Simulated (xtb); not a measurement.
C2H4BN3, SMILES NB1N=CC=N1. All values are semi-empirical tight-binding results from xtb (GFN2-xTB unless named), good for trends rather than for accurate numbers. Geometry: GFN2-xTB. This is a generated structure with no PubChem entry under its InChIKey; it may be hypothetical. Other conformers were not sampled.

Optimised geometry:

```xyz
10

N      0.0000     0.0000     2.0731
B      0.0000     0.0000     0.7046
N      0.0000     1.2188    -0.1797
C      0.0000     0.7518    -1.3557
C      0.0000    -0.7518    -1.3557
N      0.0000    -1.2188    -0.1797
H      0.0000    -0.8458     2.6170
H      0.0000     0.8458     2.6170
H      0.0000     1.3705    -2.2418
H      0.0000    -1.3705    -2.2418
```
Charge 0, spin multiplicity 1.

| Item | Value |
|---|---|
| point group as xtb finds it | C2v |
| orbital gap | 1.48 eV |
| dipole moment | 1.09 D |
| zero-point energy | 44.3 kcal/mol |
| G − E(el) at 298.15 K (modified RRHO) | 26.8 kcal/mol |
| static polarisability (D4 model) | 55.8 bohr³ |
| solvation energy, GFN2-xTB/ALPB(water) | -9.1 kcal/mol |
| solvation energy, GFN2-xTB/ALPB(chcl3) | -7.7 kcal/mol |

Computed IR lines (harmonic; lines under 4 % of the strongest left out, lines within 3 cm⁻¹ merged):
ν (cm⁻¹): 132 (w), 551 (w), 621 (vs), 806 (w), 1019 (s), 1183 (w), 1420 (w), 1538 (vs), 1638 (w), 1656 (m), 3046 (w), 3055 (m), 3491 (w) (against the strongest line: vs over 80 %, s over 45 %, m over 15 %, w over 4 %, vw less)

Computed atomic charges and the Wiberg bond orders between heavy atoms:
charges (e) N1 -0.31, B2 0.38, N3 -0.33, C4 0.07, C5 0.07, N6 -0.33, H7 0.19, H8 0.19, H9 0.03, H10 0.03. Bond orders N1–B2 1.42, B2–N3 0.94, N3–C4 1.90, C4–C5 0.98, B2–N6 0.94, C5–N6 1.90.
